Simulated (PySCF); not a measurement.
C5H9N. Atoms are numbered in the order given.

```xyz
15

C      3.0553     0.6389     0.2733
C      1.9221    -0.0137     0.2358
C      0.7858    -0.6643     0.1899
C     -0.4389    -0.1975    -0.5440
N     -1.5830    -0.1743     0.3365
C     -2.8133     0.2054    -0.3095
H      3.2640     1.3723     1.0598
H      3.8338     0.4709    -0.4787
H      0.6905    -1.6153     0.7301
H     -0.2270     0.7761    -1.0385
H     -0.6565    -0.9132    -1.3594
H     -1.3900     0.4368     1.1267
H     -2.7815     1.1895    -0.8280
H     -3.0871    -0.5483    -1.0666
H     -3.6310     0.2380     0.4260
```
Charge 0, spin multiplicity 1.

Coordinates come from a PBE0-D3(BJ)/def2-SVP optimisation. One conformer was computed; it need not be the lowest.

All values below come from PBE0/def2-TZVP run with PySCF.

ESP charges are fitted to the potential on shells at 1.4 to 2.0 van der Waals radii. Atomic charges (e):

```tsv
atom	ESP fit	Mulliken	IAO	Löwdin
C1	-0.66	-0.31	-0.37	-0.22
C2	0.31	0.04	0.03	-0.09
C3	-0.62	-0.23	-0.20	-0.18
C4	0.38	-0.07	-0.14	-0.31
N5	-0.59	-0.31	-0.42	-0.04
C6	-0.27	-0.29	-0.31	-0.37
H7	0.25	0.15	0.17	0.14
H8	0.24	0.15	0.17	0.14
H9	0.23	0.13	0.17	0.16
H10	-0.01	0.09	0.11	0.13
H11	0.06	0.11	0.14	0.14
H12	0.35	0.20	0.25	0.17
H13	0.07	0.10	0.10	0.10
H14	0.12	0.12	0.14	0.12
H15	0.13	0.13	0.15	0.12
```

Problem. Give the Mayer and Wiberg (Löwdin basis) orders of the bonds. (The exact figures need the calculation; the answer reports its results.)

Solution. 
```json
[
 {"bond": "C1–C2", "Mayer": "1.96", "Wiberg": "2.19"},
 {"bond": "C2–C3", "Mayer": "1.91", "Wiberg": "2.03"},
 {"bond": "C3–C4", "Mayer": "0.98", "Wiberg": "1.22"},
 {"bond": "C4–N5", "Mayer": "1.02", "Wiberg": "1.37"},
 {"bond": "N5–C6", "Mayer": "1.01", "Wiberg": "1.43"},
 {"bond": "C1–H7", "Mayer": "0.93", "Wiberg": "0.87"},
 {"bond": "C1–H8", "Mayer": "0.93", "Wiberg": "0.87"},
 {"bond": "C3–H9", "Mayer": "0.94", "Wiberg": "0.80"},
 {"bond": "C4–H10", "Mayer": "0.94", "Wiberg": "0.85"},
 {"bond": "C4–H11", "Mayer": "0.94", "Wiberg": "0.84"},
 {"bond": "N5–H12", "Mayer": "0.92", "Wiberg": "0.88"},
 {"bond": "C6–H13", "Mayer": "0.96", "Wiberg": "0.92"},
 {"bond": "C6–H14", "Mayer": "0.97", "Wiberg": "0.92"},
 {"bond": "C6–H15", "Mayer": "0.97", "Wiberg": "0.92"}
]
```
